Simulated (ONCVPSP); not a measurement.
Before and after: ONCV potential for B (Z = 5)

```
Element                 : boron
Generator               : ONCVPSP 4.0.1
Type                    : optimised norm-conserving Vanderbilt (ONCV)
Functional              : PBEsol
Relativity              : scalar-relativistic
Frozen core             : [He]
Valence charge          : 3
Reference configuration : 2s2 2p1
Partial waves           : 2s: rc 1.35 bohr, ncon 4, nbas 7, qcut 5.8 1/bohr, 2 projectors, debl 1.8 Ha; 2p: rc 3.15 bohr, ncon 5, nbas 9, qcut 3.7 1/bohr, 1 projector; d scattering state at 0.09 Ha: rc 2.70 bohr, ncon 5, nbas 8, qcut 3.2 1/bohr, 3 projectors, debl 2.2 Ha
Local potential         : polynomial inside 0.90 bohr (lpopt 5, dvloc0 3 Ha)
Core correction         : Teter function, fcfact 6, rcfact 1.55
```

Change: p: nproj 3.

Cutoffs: the cutoffs (Ha) at which the residual kinetic energy of the hardest occupied pseudo-wave falls to 1 and 0.1 mHa per electron; they do not see the model core or the augmentation charge, which bear on the density cutoff. Errors are all-electron minus pseudo energies relative to the spin-unpolarised reference configuration.

Task: How do hardness, ghosts and transferability respond?

Result: The potential gets neither clearly harder nor softer (12 Ha and 17 Ha → 12 Ha and 17 Ha); the errors of the 4 common tests hardly move; the range in which the p phases agree widens (upper end 0.3 → at the end of the scan); neither file shows a bound ghost.

| quantity | base | changed |
| --- | --- | --- |
| cutoff, loose | 12 Ha | 12 Ha |
| cutoff, tight | 17 Ha | 17 Ha |
| bound ghosts | none | none |
| GHOST(+) flags under 300 eV | none | none |
| error for 2s2 2p0, meV [ΔE 8.14 eV] | +103 | +103 |
| error for 2s1 2p0, meV [ΔE 33.40 eV] | +316 | +316 |
| error for 2s2 2p0.5, meV [ΔE 2.86 eV] | +15 | +16 |
| error for 2s1 2p2, meV [ΔE 5.82 eV] | -24 | -23 |
| s: phases at 1.37 bohr within 0.05 rad from the reference energy up to (Ha; the scan ends near 5) | to the end of the scan | to the end of the scan |
| p: phases at 3.20 bohr within 0.05 rad from the reference energy up to (Ha; the scan ends near 5) | 0.3 | to the end of the scan |
| d: phases at 2.74 bohr within 0.05 rad from the reference energy up to (Ha; the scan ends near 5) | to the end of the scan | to the end of the scan |
| rms error of d²Exc/dni dnj with the model core, mHa | 0.98 | 0.98 |

Changed file: The cutoffs count occupied waves only; projector 3 of the p channel, the hardest unoccupied one, needs 40 Ha at the loose tolerance.
